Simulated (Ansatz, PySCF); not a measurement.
Si(F)(Br)(OH)(NH2) (BrFH3NOSi), SMILES [Si](Br)(N)(O)F. Atoms are numbered in the order given.

```xyz
8

N     -1.3490     0.5243     1.6113
Si    -0.0172     0.5587     0.5525
O      0.0753     1.9773    -0.2642
F      1.2744     0.3168     1.4903
Br     0.0341    -0.9987    -1.0093
H     -2.2896     0.6177     1.2446
H     -1.3249    -0.1089     2.4035
H     -0.0385     2.7641     0.2801
```

Geometry: PBE0-D3(BJ)/def2-SVP. This is a generated structure with no PubChem entry under its InChIKey; it may be hypothetical. One conformer was computed; it need not be the lowest.

Two levels are set side by side: PBE-D3(BJ)/def2-SVP (Ansatz, a quantum-chemistry and plane-wave program) and PBE0-D3(BJ)/def2-SVP (Ansatz). Each level has its own optimised geometry; the coordinates shown are those of the second. Frequencies come from the Hessian of PySCF at each geometry. Differences are taken from unrounded values.

```
quantity                            PBE0-D3(BJ)  PBE-D3(BJ)  PBE-D3(BJ) minus PBE0-D3(BJ)
----------------------------------  -----------  ----------  ----------------------------
mean bond length (Å)                      1.451       1.465                         0.014
bond N1–Si2 (Å)                           1.702       1.719                         0.017
bond Si2–O3 (Å)                           1.639       1.657                         0.018
bond Si2–F4 (Å)                           1.614       1.630                         0.016
bond Si2–Br5 (Å)                          2.206       2.225                         0.019
bond N1–H6 (Å)                            1.014       1.023                         0.010
bond N1–H7 (Å)                            1.014       1.024                         0.009
bond O3–H8 (Å)                            0.963       0.975                         0.012
highest harmonic wavenumber (cm⁻¹)         3911        3739                          -172
mean harmonic wavenumber (cm⁻¹)            1106        1068                           -37
zero-point energy (kcal/mol)              28.45       27.49                         -0.96
```

Exact exchange shortens and stiffens bonds; PBE has none. Differences between two approximate levels are no errors against the true value.
